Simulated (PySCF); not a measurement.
# Working out the ionisation energy of Au

Au [Xe] 4f14 5d10 6s1 (2S) → Au⁺ [Xe] 4f14 5d10 (1S). Calculation: PySCF 2.14, in x2c-TZVPPall with one added diffuse shell each of s, p, d, f type (12s8p8d4f1g, 113 functions); scalar relativity by spin-free X2C-1e. Frozen: [Kr] 4d10 4f14. Energies in hartree (1 hartree = 27.21139 eV):

```
            part     Au (lower)    Au⁺ (upper)
             UHF  -19008.783529  -19008.500192
CCSD correlation      -0.559622      -0.512542
             (T)      -0.019520      -0.014929
```

Q: What does Hartree-Fock give?

A: (-19008.500192) − (-19008.783529) = 0.283337 hartree = 7.710 eV.

Q: What do CCSD and CCSD(T) give?

A: The CCSD correlation energies differ by 0.047080 hartree = 1.281 eV and the triples by 0.004591 hartree = 0.125 eV, so CCSD gives 8.991 eV and CCSD(T) 9.116 eV.

Measured between the centres of the two terms (NIST): 9.226 eV, so CCSD(T) (valence and next inner shell) is off by -0.110 eV.

What remains against the reference includes basis incompleteness, the frozen core and higher excitations.
